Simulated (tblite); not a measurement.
Compound: C₅H₄ClF₃.
Atom-mapped SMILES: `[F:1][C:2]([F:3])([F:4])[C@@:5]12[CH2:6][C@@H:7]1[C@@H:8]2[Cl:9]` (hydrogens: H10, H11 on C6; H12 on C7; H13 on C8)

Structure optimised with GFN2-xTB, isolated species.

(1) What internal coordinates does the optimisation give?

## Answers

(1) 
| bond | length (bohr) | order |
| --- | --- | --- |
| F1–C2, C2–F3, C2–F4 | 2.539 | single |
| C2–C5 | 2.797 | single |
| C5–C6 | 2.839 | single |
| C6–C7 | 2.826 | single |
| C7–C8 | 2.812 | single |
| C8–Cl9 | 3.337 | single |
| C5–C7 | 2.838 | single |
| C5–C8 | 2.824 | single |
| C6–H10 | 2.044 | single |
| C6–H11 | 2.045 | single |
| C7–H12 | 2.020 | single |
| C8–H13 | 2.048 | single |

Bonds in one row agree within 0.02 bohr and their mean is given. Orders are formal, as drawn. A selection of angles:
| angle | degrees |
| --- | --- |
| F1–C2–F3 | 106.3 |
| F1–C2–C5 | 113.0 |
| F3–C2–F4 | 106.7 |
| F3–C2–C5 | 112.0 |
| C2–C5–C6 | 131.1 |
| C2–C5–C7 | 132.6 |
| C2–C5–C8 | 130.8 |
| C6–C5–C7 | 59.7 |
| C6–C5–C8 | 97.3 |
| C7–C5–C8 | 59.5 |
| C5–C6–C7 | 60.1 |
| C6–C7–C8 | 97.9 |
| C5–C7–C6 | 60.2 |
| C5–C7–C8 | 60.0 |
| C7–C8–Cl9 | 121.3 |
| C5–C8–C7 | 60.5 |
| C5–C8–Cl9 | 120.1 |

Torsions: F1–C2–C5–C6 95° (anticlinal); C2–C5–C6–C7 122° (anticlinal); C5–C6–C7–C8 49° (synclinal); C6–C7–C8–Cl9 61° (synclinal); C2–C5–C7–C6 -120° (anticlinal); C2–C5–C8–C7 -122° (anticlinal).

All 3 C–F bonds measure 1.342 to 1.345 Å. The 3-membered ring C5–C6–C7 has internal angles of 59.7° to 60.2°. The 3-membered ring C5–C7–C8 has internal angles of 59.5° to 60.5°. The 6 C–C bonds span 1.480 Å (C2–C5, drawn single) to 1.503 Å (C5–C6, drawn single), a spread of 0.023 Å. Of the pairs four or more bonds apart, Cl9···H10 is among the closest relative to their van der Waals radii: 2.62 Å, 89 % of the sum of Bondi's values.

Point group: C1 (no symmetry element, even within 0.4 Å). Its GFN2-xTB frequencies are all real (lowest 24 cm⁻¹).

The numbers are calculated, not measured.
